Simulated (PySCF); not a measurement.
CH₉NSi₂, SMILES N[SiH2]C[SiH3], GFN2-xTB optimised geometry.

```
13

N      1.43    -0.70     0.00
Si    -0.29    -0.70     0.00
C     -0.83     1.12     0.00
Si    -0.17     2.18     1.42
H      1.92    -0.06    -0.61
H      1.92    -1.58     0.03
H     -0.91    -1.37    -1.16
H     -0.68    -1.40     1.22
H     -1.92     1.14     0.02
H     -0.55     1.58    -0.95
H     -0.72     3.54     1.30
H     -0.59     1.62     2.71
H      1.29     2.27     1.37
```

Density from CAM-B3LYP/def2-TZVP (PySCF 2.14.0) at that geometry.

Minimum of the electron density along straight lines between bonded atoms, close to the bond critical point (lines longer than 1.1 times the sum of covalent radii, or with two minima, are not listed):

| bond | length / Å | ρ at the minimum / e bohr⁻³ | ∇²ρ there / e bohr⁻⁵ | position (fraction from the first atom) |
|---|---|---|---|---|
| N1–Si2 | 1.723 | 0.133 | 0.55 | 0.60 |
| Si2–C3 | 1.897 | 0.117 | 0.15 | 0.39 |
| C3–Si4 | 1.896 | 0.116 | 0.15 | 0.61 |
| N1–H5 | 1.007 | 0.337 | -1.65 | 0.74 |
| N1–H6 | 1.006 | 0.337 | -1.65 | 0.74 |
| Si2–H7 | 1.477 | 0.124 | 0.15 | 0.49 |
| Si2–H8 | 1.464 | 0.127 | 0.17 | 0.49 |
| C3–H9 | 1.090 | 0.270 | -0.88 | 0.64 |
| C3–H10 | 1.091 | 0.269 | -0.88 | 0.64 |
| Si4–H11 | 1.470 | 0.124 | 0.17 | 0.49 |
| Si4–H12 | 1.464 | 0.125 | 0.17 | 0.49 |
| Si4–H13 | 1.464 | 0.126 | 0.17 | 0.49 |
